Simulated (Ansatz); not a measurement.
Harmonic frequencies (cm⁻¹) at PBE0-D4/def2-TZVP from Ansatz: 171, 203, 273, 309, 319, 520, 664, 920, 996.

Which molecule is it?
A. `F[Si](F)(Cl)Cl`
B. `N#C[SiH](F)Cl`
C. `C[SiH2]O`
D. `O=C=N[Si](F)(F)F`

A.
